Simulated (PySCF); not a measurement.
## Working with the constants of RbTe

UHF-CCSD(T) constants of RbTe, ²Π (doublet), unpaired electrons π ↑ (basis Rb def2-SVP with ECP28, Te def2-SVP with ECP28; scalar-relativistic core potentials; PySCF 2.14; masses 84.9118 and 129.9062 u):

```
ωe              : 125.3 cm⁻¹
ωexe            : 0.271 cm⁻¹
Be              : 0.028889 cm⁻¹
αe              : 8.98e-05 cm⁻¹
D (centrifugal) : 6.14e-09 cm⁻¹
De to Rb + Te   : 1.77 eV
```

(1) Give the vibrational terms G(v) and spacings up to v = 6.

(2) How well does the Morse estimate ωe²/(4ωexe) reproduce De, and what is D0?

Correlated steps freeze 4 core orbitals. Correlated levels converge slowly with the basis: in double zeta they bind strong bonds too weakly, by up to about 1 eV, and carry superposition errors of some tenths. These are scalar-relativistic numbers at best; spin–orbit coupling would shift them, the dissociation energy most. The state is the lowest determinant that a PBE0 search found; another state may lie lower at other levels.

## Answers

(1) G(v) = ωe(v+½) − ωexe(v+½)².

| v | G(v) (cm⁻¹) | G(v) − G(v−1) | Bv (cm⁻¹) |
| --- | --- | --- | --- |
| 0 | 62.6 |  | 0.02884 |
| 1 | 187.3 | 124.8 | 0.02875 |
| 2 | 311.6 | 124.2 | 0.02866 |
| 3 | 435.2 | 123.7 | 0.02857 |
| 4 | 558.4 | 123.1 | 0.02848 |
| 5 | 681.0 | 122.6 | 0.02840 |
| 6 | 803.0 | 122.0 | 0.02831 |

(2) It gives 1.80 eV, 101 % of the computed De. D0 = De − G(0) = 1.77 − 0.01 = 1.76 eV.
